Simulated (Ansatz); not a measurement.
Basis sets compared for (F)3Sn-S-SiH3 (SiSnH3SF3). The state is a singlet with charge 0. Geometry PBE-D4/def2-SVP. Ansatz on 2 threads of AMD EPYC 7R13 on a shared host; times are rough, and most runs start from earlier orbitals.

```xyz
9

Sn    0.813   -1.124   -0.957
F     1.155   -1.186    0.962
F     0.276   -2.907   -1.496
F     2.530   -0.856   -1.818
S    -0.808    0.606   -1.276
Si   -0.941    1.236    0.831
H    -1.481    0.138    1.694
H     0.380    1.732    1.331
H    -1.926    2.363    0.728
```

In the def2 sets Sn takes a core potential; there is no spin–orbit coupling.

Binding counts from free atoms (Sn triplet, F doublet, S triplet, Si triplet, H doublet) in the same basis, without a counterpoise term.

```tsv
level	functions	energy (Eh)	HOMO (eV)	LUMO (eV)	binding per atom (eV)	wall time
PBE-D4/def2-SVP	119	-1202.3795	-7.24	-4.10	3.31	1.6 s
PBE0-D4/def2-SVP	119	-1202.4422	-8.60	-3.28	3.17	2.4 s
```

Problem. Estimate the rows for PBE-D4/def2-TZVP, PBE0-D4/def2-TZVP.

Solution. 
| level | functions | energy (Eh) | HOMO (eV) | LUMO (eV) | binding per atom (eV) | wall time |
| --- | --- | --- | --- | --- | --- | --- |
| PBE-D4/def2-TZVP | 235 | -1203.0258 | -7.40 | -4.31 | 3.35 | 3.1 s |
| PBE0-D4/def2-TZVP | 235 | -1203.0833 | -8.69 | -3.42 | 3.23 | 6 s |
